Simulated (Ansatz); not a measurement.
Basis-set series for C7H8F2OSn, SMILES `C[O][Sn]([F])([F])[c]1ccccc1`. Charge 0, multiplicity 1. Sn: def2 effective core potential. The geometry is a stationary point of PBE0-D4/def2-TZVP. It is one conformer, not always the lowest.

```json
{"functional": "PBE0-D4", "basis": "def2-TZVPP", "functions": "472", "energy (Eh)": "-760.49061", "HOMO (eV)": "-8.06", "LUMO (eV)": "-1.34"}
{"functional": "PBE0-D4", "basis": "def2-QZVPP", "functions": "892", "energy (Eh)": "-760.52370", "HOMO (eV)": "-8.07", "LUMO (eV)": "-1.37"}
{"functional": "ωB97M-V", "basis": "def2-TZVPP", "functions": "472", "energy (Eh)": "-760.84086", "HOMO (eV)": "-10.14", "LUMO (eV)": "0.62"}
{"functional": "ωB97M-V", "basis": "def2-QZVPP", "functions": "892", "energy (Eh)": "-760.87196", "HOMO (eV)": "-10.15", "LUMO (eV)": "0.51"}
```

(1) Give the rows for def2-SVP. (An estimate is asked.)

Answers

(1) Ansatz gave: 
```json
{"functional": "PBE0-D4", "basis": "def2-SVP", "functions": "206", "energy (Eh)": "-759.83574", "HOMO (eV)": "-8.03", "LUMO (eV)": "-1.23"}
{"functional": "ωB97M-V", "basis": "def2-SVP", "functions": "206", "energy (Eh)": "-760.16596", "HOMO (eV)": "-10.11", "LUMO (eV)": "0.80"}
```

Positive LUMOs are unbound and depend on the basis.
